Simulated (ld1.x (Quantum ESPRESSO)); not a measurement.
# copper: excitation energies, all-electron against ultrasoft

* Element: copper (Cu)
* Generator: ld1.x (Quantum ESPRESSO) 7.5
* Type: ultrasoft
* Functional: LDA (PZ)
* Relativity: scalar-relativistic
* Frozen core: [Ar]
* Valence charge: 11
* Reference configuration: 3d10 4s1 4p0
* Partial waves: 4s (bound): rcut 1.40, rcutus 1.95 bohr; 4s channel at 0.35 Ry: rcut 1.40, rcutus 1.95 bohr; 4p (bound, empty): rcut 1.95, rcutus 2.70 bohr; 4p channel at 0.3 Ry: rcut 1.95, rcutus 2.70 bohr; 3d (bound): rcut 1.30, rcutus 1.55 bohr; 3d channel at 2.9 Ry: rcut 1.30, rcutus 1.55 bohr
* Local potential: all-electron potential smoothed inside 1.80 bohr (lloc = -2)
* Core correction: a·sin(br)/r model core, default radius (core density twice the valence density)
* Augmentation charge: PSQ, inside the norm-conserving radii

Energies are relative to the spin-unpolarised reference configuration 3d10 4s1 4p0; without spin polarisation the order of configurations can differ from experiment. Spin-polarised rows fill each open shell by Hund’s rule, majority spin first.

```csv
valence configuration,charge,ΔE all-electron (eV),error AE − PS (meV)
3d10 4s0 4p0,+1,8.434,-3.0
3d9 4s0 4p0,+2,30.121,-51
3d8 4s0 4p0,+3,69.485,-421
3d9 4s1 4p1,0,6.934,-57
3d10 4s0.5 4p0,+0.5,3.302,-0.8
3d10 4s0 4p1,0,4.257,+1.0
3d10 4s1 4p0 (spin-polarised),0,-0.184,-0.4
```

Problem. What are ΔE and the potential's error for 3d9 4s0 4p0 (spin-polarised)?

Solution. ΔE = 29.879 eV all-electron; the error (AE − PS) is -54 meV.

Problem. What are ΔE and the potential's error for 3d7 4s0 4p0?

Solution. ΔE = 129.516 eV all-electron; the error (AE − PS) is -1563 meV.

Levels in the configuration 3d9 4s0 4p0:

```
level  all-electron (eV)  pseudo (eV)
   3d            -29.982      -30.129
```
